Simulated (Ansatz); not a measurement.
A structure relaxed at PBE0-D4/def2-TZVP, charge 0, multiplicity 1:

```csv
atom,x (Å),y (Å),z (Å)
N1,0.644,0.776,-0.102
Al2,-0.625,-0.752,0.098
Cl3,-2.476,0.262,0.127
Cl4,-0.189,-1.868,-1.640
Cl5,0.023,-1.576,1.931
H6,0.558,1.422,0.678
H7,1.605,0.446,-0.133
H8,0.459,1.290,-0.959
```

**Question.** Give its formula and SMILES.

**Answer.** AlCl3H3N, `[NH3+][Al-]([Cl])([Cl])[Cl]`.

**Question.** Point group (tolerance 0.08 Å, 0.16 Å for H)?

**Answer.** C3v.

**Question.** Summarise the bond lengths by kind.

**Answer.** 1 × Al–N 1.997 Å; 3 × H–N 1.016 Å; 3 × Al–Cl 2.111 Å.

Results of the Gaussian-basis code of Ansatz.
